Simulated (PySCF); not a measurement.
Fill in the blanks.

Species: C₄H₉O₂P.
SMILES: `CC(=O)P(C)CO`

Conformer (atom-mapped SMILES and torsion angles): `[CH3:1][C:2](=[O:3])[P:4]([CH3:5])[CH2:6][OH:7]`: C1–C2–P4–C5 -76°, C2–P4–C6–O7 51°, H–O7–C6–P4 -65°.

```csv
property,level,value
point group,PBE0-D3(BJ)/def2-SVP,C1
"rotational constants A, B, C",PBE0-D3(BJ)/def2-SVP,?
dipole moment,PBE0/def2-SVPD,?
HOMO energy,PBE0/def2-SVPD,?
LUMO energy,PBE0/def2-SVPD,-1.34 eV
lowest singlet excitation,TDDFT PBE0/def2-SVPD,"3.79 eV (327 nm, f = 0.009)"
strongest line among the 10 lowest singlet transitions,TDDFT PBE0/def2-SVPD,"S4 at 6.25 eV (198 nm, f = 0.055)"
lowest triplet excitation (Tamm–Dancoff),TDA PBE0/def2-SVPD,?
static isotropic polarisability,PBE0/def2-SVPD,84.2 au
vertical ionisation energy,ΔSCF PBE0/def2-SVPD,8.69 eV
electronic spatial extent ⟨r²⟩ about the centre of nuclear charge,PBE0/def2-SVPD,953 bohr²
13C chemical shifts (computed TMS as zero) by class,GIAO B3LYP/pcSseg-1,"241.4 (1 C), 62.7 (1 C), 33.6 (1 C), 6.5 (1 C) ppm"
1H chemical shifts (computed TMS as zero) by class,GIAO B3LYP/pcSseg-1,"4.03 (2 H), 3.04 (1 H), 2.25 (3 H), 1.49 (3 H) ppm"
"isotropic shieldings of nuclei other than C and H, by class",GIAO B3LYP/pcSseg-1,"-383 (1 O), 329 (1 O), 296 (1 P) ppm"
```

Gas-phase values; electronic properties from PySCF, density fitting. Geometry: PBE0-D3(BJ)/def2-SVP, one conformer, isolated molecule. NMR classes are plain means over equivalent atoms (diastereotopic ones count apart unless rotation or inversion swaps them), as if these changed places fast; in this geometry the members of some classes differ.

The dipole moment?

2.67 D.

Give the lowest triplet excitation (Tamm–Dancoff).

3.13 eV.

The rotational constants A, B, C?

2.806, 1.866, 1.394 GHz.

Give the HOMO energy.

-6.80 eV.

The polarisability is 12.47 Å³ as a volume (1 au = 0.148185 Å³), or 1.31 au for each of the 64 electrons. The ΔSCF ionisation energy exceeds −ε(HOMO) by 1.89 eV with PBE0. With B = h/(8π²I), that is 505.379 GHz u Å² over I, the principal moments of inertia are 180.1, 270.9 and 362.4 u Å² (most abundant isotopes). The dipole matches unit charges of opposite sign 0.56 Å apart (1 e·Å = 4.8032 D). The principal polarisabilities are 71.7, 87.0 and 93.8 au; their mean is the isotropic value. The vertical singlet–triplet gap S1 − T1 is 0.66 eV (TDDFT singlet less Tamm–Dancoff triplet; S1: HOMO→LUMO, weight 0.70; T1: HOMO→LUMO, weight 0.73).

For the geometry optimisation (PBE0-D3(BJ)/def2-SVP), time: 85 s wall; peak memory 0.59 GiB. Hardware: an Arm Neoverse V1 with one thread, shared host with 32 logical CPUs at a one-minute load of 14.
